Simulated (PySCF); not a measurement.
Atoms are numbered as in `[Cl:1][Si@@H:2]1[CH2:3][O:4][CH2:5][C@H:6]([CH:7]2[CH2:8][CH2:9]2)[O:10]1`. Hydrogens are named by the atom that carries them. Ha(C8), Ha(C9) are cis to C6 on the ring; Ha(C3), Ha(C5) are cis to Cl1 on the ring; Hb(C8), Hb(C9) are trans to C6 on the ring; Hb(C3), Hb(C5) are trans to Cl1 on the ring.

- σ from GIAO-PBE0/pcSseg-1
- coordinates at the GFN2-xTB level
- code: PySCF
- relativity neglected, isolated molecule, one computed conformer

Referencing at the same level of theory: 13C (186.93 ppm) against TMS.

Do the 13C shifts follow the atomic charges (in e)? Tabulate both.

## Answers


```tsv
atoms	hybridisation	δ (ppm)	σ para (ppm)	Hirshfeld	IAO	Mulliken	ESP-fitted
C6	sp3	85.5	-141	+0.05	+0.08	+0.10	+0.07
C5	sp3	77.6	-140	-0.01	-0.07	+0.13	-0.23
C3	sp3	67.1	-133	-0.10	-0.37	-0.25	-0.20
C7	sp3	16.9	-74	-0.04	-0.14	-0.26	-0.18
C9	sp3	5.8	-72	-0.09	-0.29	-0.17	-0.28
C8	sp3	3.6	-73	-0.09	-0.30	-0.19	-0.35
```

Correlation coefficients of δ with charge over these carbons: Hirshfeld +0.66, IAO +0.56, Mulliken +0.69, ESP-fitted +0.69; with the paramagnetic shielding -0.99. With so few points these coefficients are fragile. Charge is one influence among several: hybridisation and low-lying excitations act through the paramagnetic term.

Shifts are as computed. Against solution values, carbons near 30 ppm lie about +3 ppm off and those near 130 ppm about +5 ppm. Of 1211 compounds with measured shifts, 218 miss one by over three times the rms of a fit or turn the order of signals round; such compounds aren't used in these exercises.
